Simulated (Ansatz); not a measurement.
Cl₅Sb, charge +1, doublet, at a GFN2-xTB geometry (a state made from the parent by changing its charge; the spin is typed, not shown lowest) (all electrons, no relativity). Base run: HF/STO-3G (Ansatz, a quantum-chemistry and plane-wave program).

Here is a job for Ansatz.
Ansatz 0.2 input:
```yaml
crystal:
  periodic: [false, false, false]
  atoms:
    - {symbol: Sb, position_ang: [0.00000000, 0.00000000, -0.00000000]}
    - {symbol: Cl, position_ang: [1.95735331, -0.36105640, -1.22775017]}
    - {symbol: Cl, position_ang: [1.03887682, -1.04585262, 1.96380407]}
    - {symbol: Cl, position_ang: [-1.03887682, 1.04585262, -1.96380407]}
    - {symbol: Cl, position_ang: [-1.68160858, -1.62498368, 0.02418303]}
    - {symbol: Cl, position_ang: [-0.27574473, 1.98604007, 1.20356714]}
basis:
  gaussian:
    orbitals: STO-3G
hamiltonian:
  xc: hf
total_charge: 1
magnetization: {spin_polarized: true, initial_magnetization: 1}
```

Variants of this job, named by their change:

```
change                                                            ΔE vs base (kcal/mol)
----------------------------------------------------------------  ---------------------
base                                                                              0.000
lower_state_search = off                                                          0.000
forces = on                                                                       0.000
nuclear_model = gaussian                                                          33.70
accuracy = high                                                                  -0.009
point_charge = charge:-1.0 position_ang:2.8508, -0.1322, 4.6495                   -81.5
point_charge = charge:0.5 position_ang:-2.3973, -1.5094, -4.6623                  24.77
point_charge = charge:1.0 position_ang:0.0717, -3.3774, -4.2838                   55.49
lower_state_search = full                                                         0.000
```

Ansatz warned in this series: the state or the total is in doubt.
